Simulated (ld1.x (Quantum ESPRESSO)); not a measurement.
boron: variants of one PAW potential

Base potential:

- Element: B
- Generator: ld1.x (Quantum ESPRESSO) 7.5
- Type: PAW
- Functional: PW91
- Relativity: scalar-relativistic
- Frozen core: [He]
- Valence charge: 3
- Reference configuration: 2s2 2p1
- Partial waves: 2s (bound): rcut 1.30, rcutus 1.55 bohr; 2s channel at 0.1 Ry: rcut 1.30, rcutus 1.55 bohr; 2p (bound): rcut 2.70, rcutus 3.55 bohr; 2p channel at 0.45 Ry: rcut 2.70, rcutus 3.55 bohr
- Local potential: all-electron potential smoothed inside 2.95 bohr (lloc = -2)
- Core correction: Bessel-smoothed model core inside 1.45 bohr
- Augmentation charge: PSQ, inside the norm-conserving radii

Cutoffs, loose and tight: the cutoffs (Ry, on a coarse ladder) from which the occupation-weighted sum of valence levels, in a spherical-Bessel basis at the reference potential, stays within 10 and 1 mRy of its value at 400 Ry. They do not see the model core or the augmentation charge, which bear on the density cutoff. Test errors are all-electron minus pseudo excitation energies from the reference, over the configurations 2s2 2p0; 2s1 2p0; 2s2 2p0.5; 2s1 2p2; 2s2 2p1.3; 2s1 2p1; 2s0 2p3. A dash means not determined; rows that change the core or the reference have their own tests. The largest error is taken over the tests solved by every variant that gives reliable tests at all: 2s1 2p0; 2s1 2p2; 2s2 2p0.

Cutoffs are not given where the Bessel-basis levels miss the radial ones by over 6 mRy, ghosts where they miss by over 20 mRy; a channel whose overlap is not positive is not tested.

A file whose overlap is not positive is unfit for use, and its test errors describe a broken file.

| change | outcome | cutoff, loose | cutoff, tight | bound ghosts | largest test error (meV) |
| --- | --- | --- | --- | --- | --- |
| base | generated | 6 Ry | 8 Ry | none | +5.0 |
| waves 2p (bound): rcut 2.70, rcutus 4.46 bohr; 2p channel at 0.45 Ry: rcut 2.70, rcutus 4.46 bohr | generated | 6 Ry | 8 Ry | none | +5.0 |
| local potential all-electron potential smoothed inside 2.52 bohr (lloc = -2) | generated | 6 Ry | 10 Ry | none | -6.7 |
| core correction Bessel-smoothed model core inside 1.12 bohr | generated | 6 Ry | 8 Ry | none | +28 |
| type ultrasoft; local potential all-electron potential smoothed inside 1.95 bohr (lloc = -1) | generated, overlap not positive | – | – | not determined (overlap not positive) | +91 |
| waves 2s (bound): rcut 1.30, rcutus 2.28 bohr; 2s channel at 0.1 Ry: rcut 1.30, rcutus 2.28 bohr | generated | 6 Ry | 10 Ry | none | -7.6 |
| wave 2p channel at 0.45 Ry: rcut 2.70, rcutus 3.55 bohr becomes 2p channel at 1.25 Ry: rcut 2.70, rcutus 3.55 bohr | generated | 6 Ry | 8 Ry | none | +5.0 |
| augmentation PSQ, radius 1.40 bohr | generated | 6 Ry | 8 Ry | none | +5.1 |
| all radii but the core radius scaled by about 1.40 (s 2.18, p 4.98 bohr, rcut 1.82/3.80); local potential all-electron potential smoothed inside 4.14 bohr (lloc = -2) | generated | 6 Ry | 10 Ry | none | -5.2 |
| type RRKJ; waves now 2s (bound): rc 1.55 bohr; 2p (bound): rc 3.55 bohr; local potential all-electron potential smoothed inside 2.00 bohr (lloc = -1) | generated | 30 Ry | 40 Ry | none | +587 |
| core correction Bessel-smoothed model core inside 1.10 bohr | generated | 6 Ry | 8 Ry | none | +29 |

(1) What comes out with this change to the base: all radii but the core radius scaled by about 0.91 (s 1.42, p 3.24 bohr, rcut 1.18/2.46); local potential all-electron potential smoothed inside 2.70 bohr (lloc = -2)?

(2) What comes out with this change to the base: local potential all-electron potential smoothed inside 1.55 bohr (lloc = -1)?

Results:

(1) outcome: generated, overlap not positive; bound ghosts: not determined (overlap not positive); largest test error (meV): -26. A file whose overlap is not positive is unfit for use, and its test errors describe a broken file.

(2) outcome: generated, overlap not positive; bound ghosts: not determined (overlap not positive); largest test error (meV): -7.9. A file whose overlap is not positive is unfit for use, and its test errors describe a broken file.
